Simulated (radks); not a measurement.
Values are calculated unless marked as measured or tabulated.
Ionisation of the molybdenum ion Mo3+, [Kr] 4d3, to Mo4+, [Kr] 4d2, under several functionals. Scalar-relativistic Kohn-Sham, spin-polarised, spherical densities, point nucleus; open shells are filled with parallel spins first (spin-orbit coupling, left out, can overturn this in heavy ions); a radial shooting solver on a logarithmic mesh with Libxc functionals.

| functional | E(Mo3+) (hartree) | Exc (hartree) | IE (eV) | -e(HOMO) (eV) | <r> HOMO (bohr) | IE error (eV) |
|---|---|---|---|---|---|---|
| OLYP | -4048.54517 | -124.36562 | 40.545 | 33.984 | 1.588 | +0.215 |
| exchange-only PBE | -4044.87931 | -120.55786 | 39.430 | 32.984 | 1.620 | -0.900 |
| LDA (Slater exchange, Perdew-Wang correlation) | -4042.64838 | -118.31127 | 40.528 | 34.021 | 1.604 | +0.198 |
| B86b exchange with PBE correlation | -4047.44462 | -123.16818 | 40.475 | 33.968 | 1.601 | +0.145 |
| RPBE | -4047.17345 | -122.89802 | 40.411 | 33.902 | 1.600 | +0.081 |
| AM05 | -4042.87985 | -118.55416 | 40.384 | 33.878 | 1.599 | +0.054 |

NIST Atomic Spectra Database: 40.3 eV (semi-empirical). Closest: AM05. The Delta-SCF values span 1.12 eV, the total energies 5.90 hartree. The highest occupied level is 4d. Open shells are spherical and high-spin; term and fine-structure splittings are not resolved.
